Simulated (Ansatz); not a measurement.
CH8GaNSi can be A, `[SiH3]C[NH][GaH2]`, or B, `N[SiH2][CH2][GaH2]`.

Gas-phase electronic energies from Ansatz, PBE0-D4/def2-TZVP geometries. CCSD(T)/CBS is the MP2 limit (def2-TZVPP, def2-QZVPP) plus CCSD(T) − MP2 in def2-TZVPP, frozen cores. Functionals use def2-TZVPP. For Ga outer-core shells are correlated without core-valence functions, which leaves a few kJ/mol of doubt a bond. Scalar relativity is left out up to krypton. One conformer a species, not always the lowest.

**Question.** Which isomer does CCSD(T)/CBS put lower? Give the gap. (An estimate is asked.)

**Answer.** Ansatz gave: B, by 21.2 kcal/mol.

**Question.** Give E(B) − E(A) in kcal/mol with r2SCAN-D4, MP2/def2-TZVPP, PBE0-D4, B2PLYP, LDA (SPW92), BLYP-D4, CCSD/def2-TZVPP. (Best estimate.)

**Answer.** Ansatz gave: r2SCAN-D4 -20.5, MP2/def2-TZVPP -21.7, PBE0-D4 -20.4, B2PLYP -19.9, LDA (SPW92) -17.1, BLYP-D4 -17.0, CCSD/def2-TZVPP -20.7. None reverses the order clearly.

**Question.** Does the order hold for the free energy at 298.15 K (harmonic terms from PBE0-D4)? (Estimate.)

**Answer.** Ansatz gave: Yes: G(B) − G(A) = -21.8 kcal/mol, for one conformer each. Modes under 60 cm⁻¹, often nearly free rotors, make the harmonic entropy too high.

Largest T1 diagnostic: 0.015.

At CCSD(T), def2-SVP lies +9.2 kcal/mol from the extrapolated value and def2-TZVPP +1.0 kcal/mol. From BLYP to BHLYP (50 % exact exchange), in def2-TZVPP and without D4, E(B) − E(A) moves by −3.6 kcal/mol.
